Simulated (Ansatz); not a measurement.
Calculated with Ansatz (gas phase, PBE0-D4/def2-TZVP geometries, no zero-point term in ΔE). CCSD(T)/CBS adds triple-zeta CCSD(T) − MP2 to the extrapolated MP2 energy (def2 sets, frozen cores). This one scheme is used for every species. DFT in def2-TZVPP. def2 core potentials past Kr. For Te outer-core shells are correlated without core-valence functions, which leaves a few kJ/mol of doubt a bond. One conformer a species, not always the lowest.

`Cl[Si](Cl)(Cl)[TeH]` + `PS` → `S[Si](Cl)(Cl)Cl` + `P[TeH]`  (redistribution)

```csv
level,ΔE (kcal/mol),difference from CCSD(T)/CBS
PBE-D4,-6.7,0.3
r2SCANh-D4,-7.6,-0.6
ωB97X-V,-7.1,-0.1
B2PLYP,-7.5,-0.5
HF/def2-SVP,-9.1,-2.1
MP2/def2-TZVPP,-7.4,-0.4
SCS-MP2/def2-TZVPP,-7.4,-0.4
CCSD(T)/def2-TZVPP,-7.8,-0.8
HF/CBS(def2),-7.9,-0.9
CCSD/CBS(def2),-7.0,0.0
CCSD(T)/CBS,-7.0,0
```

Q: What do rigid-rotor, harmonic-oscillator terms from PBE0-D4/def2-TZVP frequencies (298.15 K, 1 bar) make of the CCSD(T)/CBS value? (Best estimate.)

A: The calculation gave: ΔZPE = -0.1 kcal/mol, ΔH = -7.2 kcal/mol, ΔS = -2 J/(mol·K), ΔG = -7.1 kcal/mol.

Largest T1 diagnostic among the species: 0.012.

Leaving LDA and LC-ωPBE aside and taking each functional with its dispersion term where it has one, the values, not all of them listed here, spread over 1.5 kcal/mol, from B97M-V to PBE-D4. At CCSD(T), def2-SVP lies −2.3 kcal/mol from the extrapolated value and def2-TZVPP −0.8 kcal/mol.
